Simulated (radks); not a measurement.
All-electron atom: the holmium ion Ho13+ in [Kr] 4d(3/2: 4, 5/2: 5) 4f(5/2: 6, 7/2: 1) 5s2 (not the ground configuration). Calculated with a radial shooting solver on a logarithmic mesh with Libxc functionals: Dirac Kohn-Sham, relativistic LDA (MacDonald-Vosko exchange, VWN5 correlation), spin-unpolarised, spherical densities, finite nucleus; Fermi nuclear charge, rms radius 5.2022 fm.

X-ray form factor f0, the Fourier transform of the density (f0(0) = 54):

sin(theta)/lambda (1/angstrom),f0 (electrons)
0.05,53.765
0.1,53.072
0.15,51.958
0.2,50.479
0.25,48.703
0.3,46.707
0.4,42.351
0.5,37.932
0.6,33.800
0.8,26.998
1,22.203
1.25,18.354
1.5,15.892
2,12.328
